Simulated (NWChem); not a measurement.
System: Si$_{2}$H$_{5}$O$_{2}$Cl; SMILES O[SiH](O)[SiH2]Cl

```xyz
10

O      1.4140     1.4462     0.5786
Si    -0.2158     1.4110     0.2600
O     -0.6112     1.8200    -1.3023
Si    -0.8570    -0.8362     0.4654
Cl     0.8804    -1.8497    -0.1361
H      1.8947     0.6668     0.2719
H     -0.8267     2.3613     1.2301
H     -0.4155     2.7199    -1.5837
H     -1.9803    -1.2832    -0.4063
H     -1.1421    -1.2452     1.8726
```
Atoms are numbered in this order, from 1.

Computed with NWChem. Pople sets run with spherical d functions. All runs use the structure optimised with PBE0/def2-SVP. Level: PBE0/6-31G* with SMD (1 M gas to 1 M solution), gas-phase geometry. Reactions with the solvent are ignored.

**Question.** Predict the results for solvent cyclohexanone. Quantities: solvation free energy (kcal/mol); cavity-dispersion-structure term (kcal/mol); dipole in solution (D).

**Answer.** The solvation free energy (kcal/mol) is -5.8, the cavity-dispersion-structure term (kcal/mol) is -1.5 and the dipole in solution (D) comes out as 2.24.
